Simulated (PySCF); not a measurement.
C4H12BN, SMILES CBNC(C)C, GFN2-xTB optimised geometry.

```
18

B     -0.82     0.48     0.00
H     -1.43    -0.53     0.01
C     -1.59     1.87     0.00
H     -0.93     2.73    -0.01
H     -2.23     1.96     0.88
H     -2.25     1.95    -0.86
N      0.56     0.48     0.00
C      1.54    -0.60    -0.04
C      0.91    -1.97     0.14
C      2.32    -0.54    -1.35
H      1.03     1.37    -0.02
H      2.25    -0.44     0.79
H      1.69    -2.73     0.18
H      0.34    -2.01     1.07
H      0.24    -2.20    -0.69
H      3.08    -1.31    -1.38
H      1.64    -0.68    -2.19
H      2.80     0.43    -1.47
```

Density from CAM-B3LYP/def2-SVP (PySCF) at that geometry.

Minimum of the electron density along straight lines between bonded atoms, close to the bond critical point (lines longer than 1.1 times the sum of covalent radii, or with two minima, are not listed):

```csv
bond,length / Å,ρ at the minimum / e bohr⁻³,∇²ρ there / e bohr⁻⁵,position (fraction from the first atom)
B1–H2,1.172,0.178,-0.10,0.43
B1–C3,1.588,0.176,-0.13,0.32
C3–H4,1.089,0.271,-0.96,0.62
C3–H5,1.089,0.270,-0.96,0.62
C3–H6,1.089,0.270,-0.96,0.62
B1–N7,1.381,0.212,0.83,0.33
N7–C8,1.454,0.268,-0.78,0.62
C8–C9,1.523,0.250,-0.59,0.51
C8–C10,1.533,0.247,-0.58,0.50
N7–H11,1.012,0.337,-1.57,0.76
C8–H12,1.102,0.277,-1.01,0.63
C9–H13,1.087,0.277,-1.02,0.63
C9–H14,1.086,0.278,-1.04,0.63
C9–H15,1.086,0.278,-1.04,0.63
C10–H16,1.087,0.277,-1.03,0.63
C10–H17,1.088,0.277,-1.03,0.63
C10–H18,1.088,0.276,-1.01,0.62
```
